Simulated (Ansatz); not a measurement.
`B[SiH2]C(B)F` and `B[SiH2]C(O)F` differ in one atom or group.

Ansatz, PBE0-D4/def2-TZVP geometries, multiplicity 1. Each molecule was computed in one conformer, which needn't be the lowest.

| property | `B[SiH2]C(B)F` |
| --- | --- |
| HOMO energy (PBE0/def2-TZVPP) / eV | -7.92 |
| size of the dipole moment (PBE/def2-TZVPP) / D | 1.32 |
| LUMO energy (ωB97M-V/def2-TZVPP) / eV | 0.42 |
| LUMO energy (B3LYP/def2-TZVPP) / eV | -1.63 |
| LUMO energy (PBE/def2-TZVPP) / eV | -2.41 |
| HOMO–LUMO gap (PBE/def2-TZVPP) / eV | 4.40 |

(1) Give the same properties after the change, and the shifts. (Estimate.)

## Answers

(1) Computed: 
```csv
property,`B[SiH2]C(O)F`,shift
HOMO energy (PBE0/def2-TZVPP) / eV,-8.17,-0.25
size of the dipole moment (PBE/def2-TZVPP) / D,1.41,0.09
LUMO energy (ωB97M-V/def2-TZVPP) / eV,-0.45,-0.87
LUMO energy (B3LYP/def2-TZVPP) / eV,-2.63,-1.00
LUMO energy (PBE/def2-TZVPP) / eV,-3.44,-1.03
HOMO–LUMO gap (PBE/def2-TZVPP) / eV,3.32,-1.08
```

With PBE0 the HOMO falls by 0.25 eV and the LUMO falls by 0.98 eV, so the gap narrows by about 0.73 eV. PBE moves the HOMO by 0.05 eV and ωB97M-V by -0.38 eV. Dipoles are sizes alone; their direction can turn.

B3LYP here is the variant with VWN-RPA as its local correlation; programs differ in this.
